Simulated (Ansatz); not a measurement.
Four-centre ligand exchange

Start structure (SnH$_{6}$O, singlet), relaxed at PBE0-D4/def2-TZVP:

```xyz
8
angstrom
Sn -1.1521 0.2816 -0.4036
H -1.1481 -0.0425 1.2695
H -0.8374 -1.1217 -1.3082
H -2.7181 0.8475 -0.8144
H -0.0455 1.5225 -0.7783
H 1.7778 -0.7899 1.3844
O 1.7327 -0.6819 0.4314
H 2.3906 -0.0155 0.2194
```

The step: SnH₄ + H₂O → SnH₄O ([OH][SnH3]) + H₂; bonds formed: Sn1–O7, H2–H6; bonds broken: Sn1–H2, H6–O7. Ansatz 0.2.0; basis: def2-TZVPP and def2-QZVPP; cores frozen in the correlated methods. Filled d shells of the heavier atoms are correlated. Core potentials replace the inner electrons of the atoms past krypton. The def2 sets are not built for correlating such inner shells, so the correlated values are less sure here. Extrapolation: Hartree–Fock as exp(−7.88 √X), correlation as X^−2.97. Energies below are by CCSD(T) at an estimated basis limit (MP2 extrapolated from triple and quadruple zeta, plus CCSD(T) − MP2 in triple zeta).

**Question.** What are the electronic barrier and the energy of the step, from the start structure to the end structure? (An estimate is asked for; the value comes from the calculation.)

**Answer.** Computed: Barrier 1.700 eV; step energy 0.101 eV (uphill); reverse barrier, their difference, 1.599 eV. Barrier and step energy count from the start structure, the reverse barrier from the end structure.

The saddle point: One imaginary mode of 1342i cm⁻¹.
```tsv
pair	start (Å)	saddle (Å)	end (Å)
Sn1–O7	3.15	2.18	1.97
H2–H6	3.02	1.06	0.75
Sn1–H2	1.70	2.10	4.55
H6–O7	0.96	1.19	2.48
```

Zero-point energy (harmonic, PBE0-D4): ZPE is 1.344 eV at the start and 1.258 eV at the saddle, so the barrier goes from 1.700 to 1.614 eV.

T1 diagnostic: at most 0.015.

Labels in which every atom is bracketed show which atoms are joined, not bond orders.

For scale, one of the runs: CCSD(T)/def2-TZVPP, 165 basis functions, launched by `ansatz run in.yaml --threads 2 --pin off --events-out ev --progress --plain --max-ram 4352MiB`. The run took 74 s on 2 CPU threads of an Arm Neoverse N1 (shared host), with 1.5 GiB of host memory at its peak.
